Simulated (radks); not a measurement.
The numbers below are computed, except where a source is named.
Problem. Pd X, 37 electrons, occupied as [Ar] 3d10 4s1 4p6 4d1 4f1 (not the ground configuration). Level of theory: Dirac Kohn-Sham, LDA (Slater exchange, Perdew-Wang correlation), spin-unpolarised, spherical densities, finite nucleus; open shells are shared between the two j in proportion to 2j + 1; Fermi nuclear charge, rms radius 4.5318 fm (a radial shooting solver on a logarithmic mesh with Libxc functionals).

Spin-orbit splittings of the eigenvalues, e(l+1/2) - e(l-1/2), with zeta = 2 splitting/(2l+1) and mean radii in bohr:

| shell | occ. | splitting (eV) | zeta (eV) | <r> j=l-1/2 | <r> j=l+1/2 |
|---|---|---|---|---|---|
| 2p | 6 | 159.2 | 106.1 | 0.1172 | 0.1221 |
| 3p | 6 | 28.00 | 18.67 | 0.3702 | 0.3809 |
| 3d | 10 | 5.626 | 2.250 | 0.3532 | 0.3566 |
| 4p | 6 | 5.628 | 3.752 | 0.9271 | 0.9484 |
| 4d | 1 | 0.9342 | 0.3737 | 1.049 | 1.056 |
| 4f | 1 | ? | ? | 1.277 | 1.279 |

Estimate the 4f splitting.

Solution. 0.07893 eV (zeta = 0.02255 eV).
